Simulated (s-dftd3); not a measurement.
BeF (SMILES [Be][F]), doublet, at a GFN2-xTB geometry (such geometries of metal compounds can be far from the true shape) (the spin is typed, not shown lowest); D3(bj) for blyp (s-dftd3).

s-dftd3 was given this input:
```
$ s-dftd3 mol.xyz --bj blyp --json dftd3.json --noedisp --grad

# file mol.xyz
2

Be    -0.00000000    -0.00000000    -0.96726424
F      0.00000000     0.00000000     0.42989522
```

Question: What does s-dftd3 print? Leave out banner, timings and long lists.

Answer: 
```
-----------------------------------
 s i m p l e   D F T - D 3  v1.4.0
-----------------------------------

Rational (Becke-Johnson) damping: blyp-D3(BJ)
---------------------
  s6         1.0000
  s8         2.6996
  s9         0.0000
  a1         0.4298
  a2         4.2359
 alp        14.0000
--------------------

Dispersion energy:      -8.3256583743798E-04 Eh

Gradient norm:           5.6410214876769E-06 Eh/a0
--------------------------------------------------
     #    Z           dE/dx      dE/dy      dE/dz
--------------------------------------------------
     1    4 Be    0.000E+00  0.000E+00 -3.989E-06
     2    9 F     0.000E+00  0.000E+00  3.989E-06
--------------------------------------------------

Virial:
--------------------------------------------------
      component           x          y          z
--------------------------------------------------
          x       0.000E+00  0.000E+00  0.000E+00
          y       0.000E+00  0.000E+00  0.000E+00
          z       0.000E+00  0.000E+00  1.053E-05
--------------------------------------------------

[Info] JSON dump of results written to 'dftd3.json'
```
